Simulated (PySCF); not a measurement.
# Energy of Rh⁻ (rhodium, charge -1) between two integer charges

The 5s beta orbital of [Kr] 4d8 5s2 is emptied in steps (occupation f), with all orbitals relaxed, ending at [Kr] 4d8 5s1. Computed with PySCF 2.14 in def2-TZVPPD with the def2 core potential (28 electrons) (6s4p3d2f1g, 56 functions), with scalar relativity through the core potential. The exact energy is a straight line in f; departures are measured from the line between the end points of the same method.

```csv
f,UHF (eV),LDA (eV),PBE (eV)
1,0.000,0.000,0.000
0.9,0.019,-0.230,-0.222
0.7,0.041,-0.541,-0.524
0.5,0.047,-0.649,-0.630
0.3,0.038,-0.550,-0.535
0.1,0.016,-0.238,-0.232
0,0.000,0.000,0.000
```

| method | E(f=0) − E(f=1) (eV) | −ε at f=1 (eV) | −ε at f=0.5 (eV) |
| --- | --- | --- | --- |
| UHF | -0.357 | -0.145 | -0.367 |
| LDA | 1.247 | -1.297 | 1.221 |
| PBE | 0.963 | -1.493 | 0.928 |

Orbital energy along the path (eV):

```csv
f,UHF,LDA,PBE
1,0.145,1.297,1.493
0.9,0.196,0.806,1.022
0.7,0.287,-0.194,0.061
0.5,0.367,-1.221,-0.928
0.3,0.437,-2.273,-1.953
0.1,0.498,-3.349,-3.017
0,0.526,-3.896,-3.527
```

At f = 1 the orbital energy is positive for UHF, LDA, PBE: only the finite basis holds the electron.

Reference removal energy between the ground levels: 1.143 eV (measured; photodetachment measurements, as compiled on the Wikipedia data page of electron affinities). The calculation has no spin-orbit coupling. UHF lacks correlation.
